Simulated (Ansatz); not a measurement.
Start from `C/C=C/I` and change one atom or group (the configuration at the double bond changes too) to get `C/C=C\[S][AlH2]`.

Ansatz, PBE0-D4/def2-TZVP geometries, multiplicity 1. Each molecule was computed in one conformer, which needn't be the lowest.

Elements past krypton have def2 core potentials.

| property | `C/C=C/I` |
| --- | --- |
| HOMO–LUMO gap (PBE0/def2-TZVPP) / eV | 6.30 |
| HOMO–LUMO gap (ωB97M-V/def2-TZVPP) / eV | 10.34 |
| HOMO–LUMO gap (PBE/def2-TZVPP) / eV | 4.32 |
| LUMO energy (ωB97M-V/def2-TZVPP) / eV | 1.46 |
| HOMO energy (ωB97M-V/def2-TZVPP) / eV | -8.88 |
| LUMO energy (B3LYP/def2-TZVPP) / eV | -0.74 |

(1) Give the same properties after the change, and the shifts. (Estimate.)

Results:

(1) Ansatz gave: 
| property | `C/C=C\[S][AlH2]` | shift |
| --- | --- | --- |
| HOMO–LUMO gap (PBE0/def2-TZVPP) / eV | 5.69 | -0.61 |
| HOMO–LUMO gap (ωB97M-V/def2-TZVPP) / eV | 9.80 | -0.54 |
| HOMO–LUMO gap (PBE/def2-TZVPP) / eV | 3.58 | -0.74 |
| LUMO energy (ωB97M-V/def2-TZVPP) / eV | 0.78 | -0.68 |
| HOMO energy (ωB97M-V/def2-TZVPP) / eV | -9.03 | -0.15 |
| LUMO energy (B3LYP/def2-TZVPP) / eV | -1.34 | -0.60 |

With PBE0 the HOMO falls by 0.08 eV and the LUMO falls by 0.69 eV, so the gap narrows by about 0.61 eV. PBE moves the HOMO by 0.04 eV and ωB97M-V by -0.15 eV.

B3LYP here is the variant with VWN-RPA as its local correlation; programs differ in this.

Spin–orbit coupling is left out; it splits and shifts lone-pair levels of the heavy atoms by tenths of an eV.
